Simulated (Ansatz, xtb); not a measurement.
**Relative energy of two isomers of C5H9OP**

Structure X: `C[P@]1(=O)C=CCC1`, a singlet. Structure Y: `CC1=CC[P@H](=O)C1`, a singlet. Both are isolated molecules in the gas phase, relaxed with PBE0-D3(BJ)/def2-SVP; the shapes shown needn't be the lowest conformers.

X (Å):

```yaml
atoms:
  - { symbol: C, position_ang: [-1.3949, -0.1000, -1.1635] }
  - { symbol: C, position_ang: [0.8248, 1.2318, 0.1259] }
  - { symbol: C, position_ang: [0.5681, 1.5337, 1.4040] }
  - { symbol: C, position_ang: [-0.8133, 2.0301, 1.7408] }
  - { symbol: C, position_ang: [-1.5381, 2.3637, 0.4316] }
  - { symbol: O, position_ang: [-0.4446, 2.2879, -2.2042] }
  - { symbol: P, position_ang: [-0.6202, 1.5289, -0.9279] }
  - { symbol: H, position_ang: [-1.5657, -0.6127, -0.2056] }
  - { symbol: H, position_ang: [-2.3503, 0.0411, -1.6904] }
  - { symbol: H, position_ang: [-0.7402, -0.7153, -1.7975] }
  - { symbol: H, position_ang: [1.7803, 0.8472, -0.2378] }
  - { symbol: H, position_ang: [1.3066, 1.4102, 2.2043] }
  - { symbol: H, position_ang: [-0.7655, 2.8955, 2.4221] }
  - { symbol: H, position_ang: [-1.3493, 1.2433, 2.3023] }
  - { symbol: H, position_ang: [-2.6055, 2.1019, 0.4351] }
  - { symbol: H, position_ang: [-1.4589, 3.4357, 0.1912] }
```

Y (Å):

```xyz
16

C    -1.8558   -0.1164   -1.0460
C    -1.1711    0.9410   -0.2479
C    -1.7630    1.7138    0.6823
C    -0.9079    2.7303    1.3784
C     0.2961    1.2113   -0.4659
O     1.9588    3.0004    1.0825
P     0.7847    2.0801    1.0775
H    -1.3774   -1.0980   -0.8905
H    -2.9184   -0.2022   -0.7785
H    -1.7860    0.0992   -2.1254
H    -2.8245    1.6080    0.9264
H    -1.1246    2.8437    2.4515
H    -0.9687    3.7354    0.9228
H     0.8389    0.9931    2.0056
H     0.8906    0.3012   -0.6417
H     0.4793    1.8936   -1.3156
```

Problem. Estimate which is lower in electronic energy at CCSD(T)/def2-SVP + ΔMP2/def2-TZVPP, and by roughly how much.

Solution. The CCSD(T)/def2-SVP + ΔMP2/def2-TZVPP calculation puts structure X lower, by 5.8 kcal/mol.

How the difference moves with the method:

| level | geometry | E(Y) − E(X) (kcal/mol) | departure from the last row (kcal/mol) | job, with rough time for the two |
| --- | --- | --- | --- | --- |
| GFN2-xTB | GFN2-xTB | −4.6 | −10.4 | optimisation, 0.19 s |
| HF/STO-3G | GFN2-xTB | +5.7 | −0.1 | single point, 0.42 s |
| r2SCAN-D4/def2-SVP | GFN2-xTB | +4.9 | −0.9 | single point, 4.4 s |
| PBE0-D3(BJ)/def2-SVP | PBE0-D3(BJ)/def2-SVP | +4.2 | −1.6 | optimisation, 54 s |
| HF/def2-SVP | PBE0-D3(BJ)/def2-SVP | +4.6 | −1.2 | part of the CCSD(T) run |
| MP2/def2-SVP | PBE0-D3(BJ)/def2-SVP | +2.7 | −3.1 | part of the CCSD(T) run |
| CCSD(T)/def2-SVP | PBE0-D3(BJ)/def2-SVP | +2.6 | −3.2 | single point |
| CCSD(T)/def2-SVP + ΔMP2/def2-TZVPP | PBE0-D3(BJ)/def2-SVP | +5.8 |  | single point, 86 s |

As drawn, Y has 1 C–C, 1 P–H in place of 1 C–P, 1 C–H.

GFN2-xTB puts the two in the other order. The largest departure from CCSD(T)/def2-SVP + ΔMP2/def2-TZVPP is that of GFN2-xTB, 10.4 kcal/mol. The last row adds to CCSD(T) the change of the MP2 difference between the two basis sets, here +3.2 kcal/mol, a large step that makes the value less sure.

With thermal terms from frequencies at re-optimised GFN2-xTB minima (ideal gas, soft modes damped towards free rotors, one conformer each, 298.15 K, 1 atm): on the last row, ΔE + ΔZPE = +5.1, ΔH = +5.0, ΔG = +5.1 kcal/mol.

The correlated steps freeze 11 core orbitals. Codes used: Ansatz 0.2.0, xtb 6.7.1; the last row on 4 threads of Arm Neoverse V1 on a shared host.
